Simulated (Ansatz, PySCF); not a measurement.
C4H2BrCl, SMILES C#C/C=C(/Cl)Br. Atoms are numbered in the order given.

```xyz
8

C      0.7277    -3.2076     0.0000
C      1.0293    -2.0312     0.0000
C      1.4234    -0.6709     0.0000
C      0.5779     0.3815     0.0000
Cl     1.1646     2.0082     0.0000
Br    -1.3001     0.1931     0.0000
H      0.4499    -4.2447     0.0000
H      2.4949    -0.4454     0.0000
```
Charge 0, spin multiplicity 1.

Geometry optimised at B3LYP-D3(BJ)/def2-SVP. The structure was generated by enumeration; whether it is a known compound was not checked.

Two levels are set side by side: PBE-D3(BJ)/def2-SVP (Ansatz, a program for electronic structure) and B3LYP-D3(BJ)/def2-SVP (Ansatz). Each level has its own optimised geometry; the coordinates shown are those of the second. Frequencies come from the Hessian of PySCF at each geometry. Differences are taken from unrounded values.

```json
[
 {"quantity": "mean bond length (Å)", "B3LYP-D3(BJ)": "1.395", "PBE-D3(BJ)": "1.400", "PBE-D3(BJ) minus B3LYP-D3(BJ)": "0.005"},
 {"quantity": "bond C1–C2 (Å)", "B3LYP-D3(BJ)": "1.214", "PBE-D3(BJ)": "1.227", "PBE-D3(BJ) minus B3LYP-D3(BJ)": "0.013"},
 {"quantity": "bond C2–C3 (Å)", "B3LYP-D3(BJ)": "1.416", "PBE-D3(BJ)": "1.413", "PBE-D3(BJ) minus B3LYP-D3(BJ)": "-0.003"},
 {"quantity": "bond C3–C4 (Å)", "B3LYP-D3(BJ)": "1.350", "PBE-D3(BJ)": "1.363", "PBE-D3(BJ) minus B3LYP-D3(BJ)": "0.013"},
 {"quantity": "bond C4–Cl5 (Å)", "B3LYP-D3(BJ)": "1.729", "PBE-D3(BJ)": "1.727", "PBE-D3(BJ) minus B3LYP-D3(BJ)": "-0.002"},
 {"quantity": "bond C4–Br6 (Å)", "B3LYP-D3(BJ)": "1.888", "PBE-D3(BJ)": "1.887", "PBE-D3(BJ) minus B3LYP-D3(BJ)": "-0.001"},
 {"quantity": "bond C1–H7 (Å)", "B3LYP-D3(BJ)": "1.074", "PBE-D3(BJ)": "1.081", "PBE-D3(BJ) minus B3LYP-D3(BJ)": "0.007"},
 {"quantity": "bond C3–H8 (Å)", "B3LYP-D3(BJ)": "1.095", "PBE-D3(BJ)": "1.104", "PBE-D3(BJ) minus B3LYP-D3(BJ)": "0.009"},
 {"quantity": "highest harmonic wavenumber (cm⁻¹)", "B3LYP-D3(BJ)": "3470", "PBE-D3(BJ)": "3407", "PBE-D3(BJ) minus B3LYP-D3(BJ)": "-63"},
 {"quantity": "mean harmonic wavenumber (cm⁻¹)", "B3LYP-D3(BJ)": "1036", "PBE-D3(BJ)": "1003", "PBE-D3(BJ) minus B3LYP-D3(BJ)": "-32"},
 {"quantity": "zero-point energy (kcal/mol)", "B3LYP-D3(BJ)": "26.65", "PBE-D3(BJ)": "25.82", "PBE-D3(BJ) minus B3LYP-D3(BJ)": "-0.83"}
]
```

Exact exchange shortens and stiffens bonds; PBE has none. Differences between two approximate levels are no errors against the true value.
